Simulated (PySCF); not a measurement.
**Predicted spectroscopic data**

Non-relativistic Hamiltonian, rapidly exchanging positions averaged, isolated molecule, a single conformation. PBE0/pcSseg-1 with gauge-including orbitals; geometry: GFN2-xTB; PySCF.

References, each an isolated molecule treated in the same way: 1H (σref 31.72), 13C (σref 186.93) against TMS. Splittings of carbon signals by F and P are missing where no couplings were computed. Where no couplings were computed, multiplicities follow the n + 1 count of equivalent neighbours, and m marks all less simple cases (inequivalent or close neighbours, rings, F or P nearby). Shifts are as computed. Against solution values, carbons near 30 ppm lie about +3 ppm off and those near 130 ppm about +5 ppm; carbons on Cl a further +6 ppm. Of 1211 compounds with measured shifts, 218 miss one by over three times the rms of a fit or turn the order of signals round; such compounds aren't used in these exercises. Carbons bonded to Cl come out too deshielded.

Compound 1 (C₇H₅Cl). 1H NMR (400 MHz, computed): δ 6.65 (m, 1H), 6.62 (m, 1H), 3.36 (s, 1H), 3.28 (m, 2H). 13C{1H} NMR (computed): δ 155.1, 143.0, 142.5, 128.4, 98.0, 82.3, 49.7. Structure: `C#CC1=C(Cl)C=CC1`.

Compound 2 (C₂H₁₂NPSi₂). 1H NMR (400 MHz, computed): δ 5.55 (m, 1H), 3.49 (m, 3H), 2.58 (s, 6H), 0.94 (m, 2H). 13C{1H} NMR (computed): δ 42.5. Structure: SMILES CN(C)[Si@@H]([SiH3])P.
